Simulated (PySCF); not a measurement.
## Functional benchmark on one molecule

Molecule: Cl3Si(SH), Cl$_{3}$HSSi.

Geometry:
| atom | x (Å) | y (Å) | z (Å) |
| --- | --- | --- | --- |
| S1 | 1.440 | -0.544 | -0.862 |
| Si2 | -0.420 | -0.004 | -0.019 |
| Cl3 | -0.591 | 2.020 | 0.234 |
| Cl4 | -1.845 | -0.651 | -1.326 |
| Cl5 | -0.729 | -0.873 | 1.809 |
| H6 | 2.150 | 0.056 | 0.121 |

Geometry PBE0-D3(BJ)/def2-SVP throughout; GIAO in PySCF 2.14, gas phase, one conformer, non-relativistic; equivalent atoms averaged; basis pcSseg-2.

Reference values (measured; solution; U. Herzog, Habilitationsschrift, TU Bergakademie Freiberg, 2002/2003): δ(Si2) = -2.4 ppm vs TMS. Computed shifts are taken against TMS, calculated as an isolated molecule at each level.

How do the functionals HF, LDA, PBE, BLYP, BP86, OPBE, KT2, KT3, B97-D, B3LYP, PBE0, mPW1PW91, WP04, B97-2, BHandHLYP, CAM-B3LYP, wB97X-D, LC-wPBE perform against the reference? Times are CPU seconds on shared hosts with different chips, so compare them loosely.

## Answers


```tsv
functional	kind	Si2	abs. error Si	core-s
HF	Hartree–Fock	16.5	18.9	13
LDA	LDA	29.1	31.5	17
PBE	GGA	23.6	26.0	21
BLYP	GGA	24.6	27.0	21
BP86	GGA	24.2	26.6	22
OPBE	GGA	17.8	20.2	22
KT2	GGA	22.5	24.9	22
KT3	GGA	18.3	20.7	22
B97-D	GGA	20.6	23.0	21
B3LYP	global hybrid	26.1	28.5	20
PBE0	global hybrid	25.1	27.5	20
mPW1PW91	global hybrid	25.3	27.7	20
WP04	global hybrid	23.1	25.5	21
B97-2	global hybrid	22.5	24.9	21
BHandHLYP	global hybrid	24.6	27.0	21
CAM-B3LYP	range-separated hybrid	29.4	31.8	30
wB97X-D	range-separated hybrid	28.0	30.4	29
LC-wPBE	range-separated hybrid	30.5	32.9	33
```

For 29Si the closest is HF (18.9 ppm) and the furthest LC-wPBE (32.9 ppm). One molecule is a small sample, and vibrational and solvent effects are absent from the calculation.
